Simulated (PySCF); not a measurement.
Members of one series of related molecules.

All values: PBE0/def2-SVPD (PySCF) at GFN2-xTB geometries, gas phase, one conformer each. Core orbitals are frozen in the response; Δα² is half the sum of the squared differences of the principal polarisabilities.

(1) Rank by HOMO–LUMO gap, highest first.
A. `C/C=C(/C(=O)F)C(F)(F)F`
B. `C/C=C(/C)C(=O)F`
C. `C/C=C(\Cl)C(=O)F`
D. `C/C=C(/OC)C(=O)F`
E. `O=C(/C([SiH3])=C\C)F`

(2) Rank by HOMO energy, lowest first.
A. `C(/C(=O)F)(=C\C)C(F)(F)F`
B. `C/C=C(\Cl)C(=O)F`
C. `C/C=C(\CC)C(=O)F`
D. `C/C=C(\F)C(=O)F`
E. `C=C/C(=C/C)C(=O)F`

Results:

(1) A (6.61 eV), E (6.22 eV), B (6.07 eV), C (5.90 eV), D (5.49 eV).

(2) A (-9.11 eV), D (-8.36 eV), B (-8.10 eV), C (-7.96 eV), E (-7.23 eV).

All values together:

```
                SMILES                 change   formula  μ (D)  HOMO (eV)  LUMO (eV)  α (Å³)  Δα (Å³)  electrons  α per electron (Å³)
       C/C=C(/C)C(=O)F                 parent    C5H7FO   3.50      -7.88      -1.82    9.61     4.71         54                0.178
      C/C=C(\CC)C(=O)F   CH3 replaced by C2H5    C6H9FO   4.27      -7.96      -1.71   11.52     5.38         62                0.186
C/C=C(/C(=O)F)C(F)(F)F    CH3 replaced by CF3   C5H4F4O   4.83      -9.11      -2.50    9.95     5.45         78                0.128
       C/C=C(\F)C(=O)F      CH3 replaced by F   C4H4F2O   4.30      -8.36      -2.14    8.31     5.97         54                0.154
          C/C=C/C(=O)F      CH3 replaced by H    C4H5FO   4.36      -8.44      -1.93    8.06     5.04         46                0.175
      C/C=C(/OC)C(=O)F   CH3 replaced by OCH3   C5H7FO2   4.38      -7.21      -1.72   10.41     4.88         62                0.168
      C/C=C(\Cl)C(=O)F     CH3 replaced by Cl  C4H4ClFO   4.33      -8.10      -2.20   10.02     5.92         62                0.162
     C=C/C(=C/C)C(=O)F  CH3 replaced by vinyl    C6H7FO   3.35      -7.23      -1.85   11.80     7.88         60                0.197
  C/C=C(/[SiH3])C(=O)F   CH3 replaced by SiH3  C4H7FOSi   3.40      -8.35      -2.12   11.75     5.33         62                0.190
```

Conformers: `[CH3:1]/[CH:2]=[C:3](/[CH3:4])[C:5](=[O:6])[F:7]` with C2–C3–C5–O6 -2°; `[CH3:1]/[CH:2]=[C:3](\[CH2:4][CH3:5])[C:6](=[O:7])[F:8]` with C2–C3–C4–C5 86°, C2–C3–C6–O7 179°; `[CH3:1]/[CH:2]=[C:3](/[C:4](=[O:5])[F:6])[C:7]([F:8])([F:9])[F:10]` with C2–C3–C4–O5 180°; `[CH3:1]/[CH:2]=[C:3](\[F:4])[C:5](=[O:6])[F:7]` with C2–C3–C5–O6 180°; `[CH3:1]/[CH:2]=[CH:3]/[C:4](=[O:5])[F:6]` with C2–C3–C4–O5 -1°; `[CH3:1]/[CH:2]=[C:3](/[O:4][CH3:5])[C:6](=[O:7])[F:8]` with C2–C3–O4–C5 0°, C2–C3–C6–O7 0°; `[CH3:1]/[CH:2]=[C:3](\[Cl:4])[C:5](=[O:6])[F:7]` with C2–C3–C5–O6 -177°; `[CH2:1]=[CH:2]/[C:3](=[CH:4]/[CH3:5])[C:6](=[O:7])[F:8]` with C1–C2–C3–C4 158°, C2–C3–C6–O7 151°; `[CH3:1]/[CH:2]=[C:3](/[SiH3:4])[C:5](=[O:6])[F:7]` with C2–C3–C5–O6 0°.

**Question.** Give the shifts from the parent, `C/C=C(/C)C(=O)F`.

**Answer.** 
| SMILES | change in μ (D) | change in HOMO (eV) | change in LUMO (eV) | change in mean α (Å³) |
| --- | --- | --- | --- | --- |
| C/C=C(\CC)C(=O)F | +0.77 | -0.08 | +0.11 | +1.91 |
| C/C=C(/C(=O)F)C(F)(F)F | +1.33 | -1.23 | -0.68 | +0.34 |
| C/C=C(\F)C(=O)F | +0.80 | -0.48 | -0.32 | -1.30 |
| C/C=C/C(=O)F | +0.86 | -0.56 | -0.11 | -1.55 |
| C/C=C(/OC)C(=O)F | +0.88 | +0.67 | +0.10 | +0.80 |
| C/C=C(\Cl)C(=O)F | +0.83 | -0.22 | -0.38 | +0.41 |
| C=C/C(=C/C)C(=O)F | -0.15 | +0.65 | -0.03 | +2.19 |
| C/C=C(/[SiH3])C(=O)F | -0.10 | -0.47 | -0.30 | +2.14 |

**Question.** How closely does the mean polarisability follow the number of electrons in this set?

**Answer.** The correlation coefficient is 0.48; α per electron runs from 0.128 to 0.197 Å³.
